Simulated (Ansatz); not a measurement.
Cost and result for the atomization energy of CH₃NTeZn (`C1[NH][Zn][Te]1`) (7 atoms, 7 bonds).

Total charge 0; spin multiplicity 1. For Zn the d shell is correlated and the shells below it are frozen. Correlated methods include outer-core shells of Te, which these sets cover unevenly. Scalar relativity is left out up to krypton. Te: def2 effective core potential. Geometry: relaxed with PBE0-D4/def2-TZVP. Program: Ansatz. All runs use 4 threads of a server CPU on a shared host. Times are those of one run each, without the atoms' runs, and a repeat can differ threefold. Electronic energies, without spin–orbit coupling; frozen cores. CCSD(T)/CBS adds CCSD(T) − MP2 in def2-TZVPP to the MP2 limit, and its time is that of the two runs behind it. T1 = 0.017. With those shells the extrapolation isn't a true limit. HSE06 is the plane-wave form, built on full-range PBE exchange.

CCSD(T)/CBS is a level of theory with its own doubt, some kJ/mol a heavy atom from the limit and from the frozen cores, so smaller differences don't rank the functionals.

| level | functions | wall time |
| --- | --- | --- |
| revPBE-D4/def2-TZVPP | 218 | 7.6 s |
| LDA (SPW92)/def2-TZVPP | 218 | 8 s |
| HSE06-D4/def2-TZVPP | 218 | 9.6 s |
| r2SCAN-D4/def2-TZVPP (with forces) | 218 | 10 s |
| BHLYP-D4/def2-TZVPP | 218 | 11 s |
| CAM-B3LYP-D4/def2-TZVPP | 218 | 14 s |
| B97M-V/def2-TZVPP | 218 | 15 s |
| B2PLYP/def2-TZVPP | 218 | 18 s |
| PBE-QIDH/def2-TZVPP | 218 | 20 s |
| CCSD(T)/def2-SVP | 100 | 21 s |
| MP2/def2-QZVPP | 386 | 52 s |
| CCSD(T)/def2-TZVPP | 218 | 4.9 min |
| CCSD(T)/CBS(def2) | – | 5.7 min |

Q: What atomization energy does each give, and how far from CCSD(T)/CBS? (Estimate.)

A: Computed: 
| level | atomization (kcal/mol) | difference from CCSD(T)/CBS | per bond |
| --- | --- | --- | --- |
| revPBE-D4/def2-TZVPP | 479.6 | 0.4 | 0.0 |
| LDA (SPW92)/def2-TZVPP | 571.9 | 92.7 | 13.2 |
| HSE06-D4/def2-TZVPP | 480.7 | 1.5 | 0.2 |
| r2SCAN-D4/def2-TZVPP (with forces) | 478.6 | -0.6 | -0.1 |
| BHLYP-D4/def2-TZVPP | 450.0 | -29.2 | -4.2 |
| CAM-B3LYP-D4/def2-TZVPP | 471.3 | -7.9 | -1.1 |
| B97M-V/def2-TZVPP | 471.8 | -7.4 | -1.1 |
| B2PLYP/def2-TZVPP | 467.6 | -11.6 | -1.7 |
| PBE-QIDH/def2-TZVPP | 473.3 | -5.9 | -0.8 |
| CCSD(T)/def2-SVP | 433.4 | -45.8 | -6.6 |
| MP2/def2-QZVPP | 484.8 | 5.6 | 0.8 |
| CCSD(T)/def2-TZVPP | 457.6 | -21.6 | -3.1 |
| CCSD(T)/CBS(def2) | 479.2 | 0.0 | 0.0 |

At CCSD(T), def2-SVP lies −45.9 kcal/mol from the extrapolated value and def2-TZVPP −21.6 kcal/mol: correlation converges slowly with the basis, and small sets miss more of it in the bonded molecule than in its fragments. The D4 term adds +7.5 kcal/mol with B3LYP and +3.8 kcal/mol with PBE0; it sums over pairs of atoms, weighted by their polarisabilities, and B3LYP, whose exchange is more repulsive, gets the larger term. From PBE to PBE0 (25 % exact exchange), in def2-TZVPP and without D4, the atomization energy moves by −15.6 kcal/mol: exact exchange takes away binding that semilocal exchange gives to molecules.

B3LYP here is the variant with VWN-RPA as its local correlation; programs differ in this.

Spin–orbit coupling would lower the free Te atoms strongly, and the atomization energy with them, by more than many differences here.
